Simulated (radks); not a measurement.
Task: The mean radii <r> (bohr) of the occupied orbitals of an atom or ion are listed with their occupations. All-electron calculation, Dirac Kohn-Sham, PBE, spin-unpolarised, spherical densities, point nucleus. Program: a radial shooting solver on a logarithmic mesh with Libxc functionals.

| orbital | occ. | <r> |
|---|---|---|
| 1s1/2 | 2 | 0.02409 |
| 2s1/2 | 2 | 0.1026 |
| 2p1/2 | 2 | 0.08604 |
| 2p3/2 | 4 | 0.09235 |
| 3s1/2 | 2 | 0.2717 |
| 3p1/2 | 2 | 0.2614 |
| 3p3/2 | 4 | 0.2736 |
| 3d3/2 | 4 | 0.2447 |
| 3d5/2 | 6 | 0.2486 |
| 4s1/2 | 2 | 0.6085 |
| 4p1/2 | 2 | 0.6213 |
| 4p3/2 | 4 | 0.6454 |
| 4d3/2 | 3.6 | 0.6750 |
| 4d5/2 | 5.4 | 0.6825 |

Name the element and its charge. Open shells, if any, are shared by 2j + 1.

Result: Z = 59, praseodymium, charge +14: Pr14+ in [Kr] 4d9. The 1s radius gives Z: for a bare nucleus <r> = (2 gamma + 1)/(2Z) with gamma = sqrt(1 - (Z/c)^2), 0.02377 bohr for Z = 59, and screening makes it slightly larger (0.02409 here). The occupations add up to 45, and the charge is Z minus that.
